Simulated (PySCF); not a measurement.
Tc²⁺ (technetium, charge +2) across methods

[Kr] 4d5, high-spin 6S determinant. Calculation: PySCF 2.14, in aug-cc-pVTZ-PP with ECP28MDF; a scalar-relativistic core potential.

```csv
method,E (hartree),mean ε 4p α (eV),mean ε 4p β (eV),mean ε 4d α (eV),Σ⟨r²⟩ (bohr²),⟨S²⟩
CAM-B3LYP,-79.5649,-68.137,-63.100,-26.761,27.45,8.750
r2SCAN,-79.6556,-64.783,-59.805,-24.049,27.27,8.750
M06-2X,-79.5044,-69.430,-63.773,-27.014,27.31,8.750
PBE,-79.6120,-63.031,-59.264,-23.731,27.57,8.750
HSE06,-79.6105,-66.410,-61.137,-25.050,27.38,8.750
UHF,-79.12247,-77.469,-67.034,-30.012,27.09,8.751
TPSS,-79.5886,-63.360,-59.383,-23.633,27.48,8.750
LDA,-79.4020,-63.003,-59.325,-23.814,27.77,8.750
PBE0,-79.6133,-66.837,-61.550,-25.473,27.36,8.750
```

Energies and moments cover only the electrons outside the core potential.
